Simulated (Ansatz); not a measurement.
Ansatz (a quantum-chemistry and plane-wave program) input (HF/6-31G*):

Ansatz 0.2 input:
```yaml
crystal:
  periodic: [false, false, false]
  atoms:
    - {symbol: O, position_ang: [-0.95253700, 0.52035400, 1.28323700]}
    - {symbol: B, position_ang: [-0.84359100, -0.38602800, 0.25050300]}
    - {symbol: O, position_ang: [-1.76878200, -1.35336300, -0.04384100]}
    - {symbol: O, position_ang: [0.26087400, -0.32139000, -0.53858200]}
    - {symbol: Si, position_ang: [1.58704900, 0.66147800, -0.53902000]}
    - {symbol: H, position_ang: [-1.73966700, 0.45853600, 1.82912300]}
    - {symbol: H, position_ang: [-2.54120800, -1.38226500, 0.52507400]}
    - {symbol: H, position_ang: [1.19045100, 2.07349800, -0.73891000]}
    - {symbol: H, position_ang: [2.44077800, 0.22161800, -1.66140300]}
    - {symbol: H, position_ang: [2.33246100, 0.53325200, 0.73336600]}
basis:
  gaussian:
    orbitals: 6-31G*
hamiltonian:
  xc: {name: HF}
relax: {f_tol: 0.003, max_steps: 120}
```

Output:

```
Functional definition: HF
integrals: 0.03 GiB planned
914 factors; integrals over basis functions are off by at most 5.8e-4 eV
mean field: 0.24 GiB planned
mean field evaluation 1: about -14724.8764 eV, gradient 4.8e1 eV
mean field evaluation 2: about -14724.9496 eV, gradient 4.8e1 eV
mean field evaluation 4: about -14729.3047 eV, gradient 3.2e0 eV
mean field evaluation 8: about -14729.3412 eV, gradient 2.6e-1 eV
mean field -14729.34136610 eV, -541.2933112980 hartree, gradient 1.2e-5 eV, S^2 0.000000; 0 other end points of the search recorded, 0 dependent functions left out
the calculation of the forces begins
reference -14729.34136610 eV, -541.2933112980 hartree; 24, 24 occupied and 65, 65 virtual orbitals, 914 factors
relax step   1: F+E_penalty+E_count = -14729.34136610 eV  Δ(F+E_penalty+E_count) = +0.000e0 eV  max|allowed force component| = 7.339e-1 eV/Å  Δτ_max = 0.0000 Å  (35 SCF iters, accepted)
these checks for a lower state are left out or cut short: starts, cluster_reference, orbital_swaps, neighbouring_geometries, increment
integrals: 0.03 GiB planned
914 factors; integrals over basis functions are off by at most 5.7e-4 eV
mean field: 0.24 GiB planned
mean field evaluation 16: about -14729.2577 eV, gradient 5.0e-3 eV
mean field -14729.36553319 eV, -541.2941994221 hartree, gradient 1.5e-5 eV, S^2 0.000000; 0 other end points of the search recorded, 0 dependent functions left out
the calculation of the forces begins
reference -14729.36553319 eV, -541.2941994221 hartree; 24, 24 occupied and 65, 65 virtual orbitals, 914 factors
relax step   2: F+E_penalty+E_count = -14729.36553319 eV  Δ(F+E_penalty+E_count) = -2.417e-2 eV  max|allowed force component| = 2.035e-1 eV/Å  Δτ_max = 0.0180 Å  (33 SCF iters, accepted)
these checks for a lower state are left out or cut short: starts, cluster_reference, orbital_swaps, neighbouring_geometries, increment
integrals: 0.03 GiB planned
914 factors; integrals over basis functions are off by at most 5.7e-4 eV
mean field: 0.24 GiB planned
mean field -14729.36738315 eV, -541.2942674071 hartree, gradient 1.5e-5 eV, S^2 0.000000; 0 other end points of the search recorded, 0 dependent functions left out
the calculation of the forces begins
reference -14729.36738315 eV, -541.2942674071 hartree; 24, 24 occupied and 65, 65 virtual orbitals, 914 factors
relax step   3: F+E_penalty+E_count = -14729.36738315 eV  Δ(F+E_penalty+E_count) = -1.850e-3 eV  max|allowed force component| = 4.269e-2 eV/Å  Δτ_max = 0.0081 Å  (27 SCF iters, accepted)
these checks for a lower state are left out or cut short: starts, cluster_reference, orbital_swaps, neighbouring_geometries, increment
integrals: 0.03 GiB planned
914 factors; integrals over basis functions are off by at most 5.7e-4 eV
mean field: 0.24 GiB planned
mean field evaluation 32: about -14729.3675 eV, gradient 2.1e-5 eV
mean field -14729.36746953 eV, -541.2942705813 hartree, gradient 1.1e-5 eV, S^2 0.000000; 0 other end points of the search recorded, 0 dependent functions left out
the calculation of the forces begins
reference -14729.36746953 eV, -541.2942705813 hartree; 24, 24 occupied and 65, 65 virtual orbitals, 914 factors
relax step   4: F+E_penalty+E_count = -14729.36746953 eV  Δ(F+E_penalty+E_count) = -8.637e-5 eV  max|allowed force component| = 1.831e-2 eV/Å  Δτ_max = 0.0018 Å  (25 SCF iters, accepted)
these checks for a lower state are left out or cut short: starts, cluster_reference, orbital_swaps, neighbouring_geometries, increment
integrals: 0.03 GiB planned
914 factors; integrals over basis functions are off by at most 5.7e-4 eV
mean field: 0.24 GiB planned
mean field -14729.36751788 eV, -541.2942723583 hartree, gradient 1.4e-5 eV, S^2 0.000000; 0 other end points of the search recorded, 0 dependent functions left out
the calculation of the forces begins
reference -14729.36751788 eV, -541.2942723583 hartree; 24, 24 occupied and 65, 65 virtual orbitals, 914 factors
relax step   5: F+E_penalty+E_count = -14729.36751788 eV  Δ(F+E_penalty+E_count) = -4.836e-5 eV  max|allowed force component| = 1.773e-2 eV/Å  Δτ_max = 0.0053 Å  (25 SCF iters, accepted)
these checks for a lower state are left out or cut short: starts, cluster_reference, orbital_swaps, neighbouring_geometries, increment
integrals: 0.03 GiB planned
914 factors; integrals over basis functions are off by at most 5.7e-4 eV
mean field: 0.24 GiB planned
mean field -14729.36752444 eV, -541.2942725994 hartree, gradient 7.7e-5 eV, S^2 0.000000; 0 other end points of the search recorded, 0 dependent functions left out
the calculation of the forces begins
reference -14729.36752444 eV, -541.2942725994 hartree; 24, 24 occupied and 65, 65 virtual orbitals, 914 factors
relax step   6: F+E_penalty+E_count = -14729.36752444 eV  Δ(F+E_penalty+E_count) = -6.559e-6 eV  max|allowed force component| = 1.244e-3 eV/Å  Δτ_max = 0.0011 Å  (22 SCF iters, accepted)
integrals: 0.03 GiB planned
914 factors; integrals over basis functions are off by at most 5.7e-4 eV
mean field: 0.24 GiB planned
mean field -14729.36752444 eV, -541.2942725994 hartree, gradient 7.7e-5 eV, S^2 0.000000; 1 other end points of the search recorded, 0 dependent functions left out
the calculation of the forces begins
reference -14729.36752444 eV, -541.2942725994 hartree; 24, 24 occupied and 65, 65 virtual orbitals, 914 factors
Total energy: -14729.36752444 eV, -541.2942725994 hartree
Atom 0 at    -0.962137     0.507751     1.277498 Å, force     0.001176    -0.000090    -0.001007 eV/Å
Atom 1 at    -0.842727    -0.386258     0.249592 Å, force    -0.000979    -0.001235    -0.000532 eV/Å
Atom 2 at    -1.767095    -1.341775    -0.033026 Å, force     0.000195     0.000403     0.000271 eV/Å
Atom 3 at     0.255864    -0.317457    -0.530582 Å, force    -0.000659     0.000697     0.001240 eV/Å
Atom 4 at     1.580818     0.658454    -0.537350 Å, force     0.000745    -0.000638    -0.001244 eV/Å
Atom 5 at    -1.737659     0.444423     1.812801 Å, force    -0.000366     0.000215     0.000510 eV/Å
Atom 6 at    -2.525465    -1.366951     0.528882 Å, force    -0.000122    -0.000169    -0.000083 eV/Å
Atom 7 at     1.196214     2.066660    -0.739638 Å, force    -0.000112     0.000310     0.000121 eV/Å
Atom 8 at     2.436059     0.225973    -1.653186 Å, force     0.000068     0.000421     0.000388 eV/Å
Atom 9 at     2.331954     0.534870     0.724556 Å, force     0.000055     0.000085     0.000336 eV/Å
Dipole moment:    -0.458506     0.092686     0.452617 e Å
```

The geometry given is a B3LYP-D3(BJ)/def2-TZVP minimum.
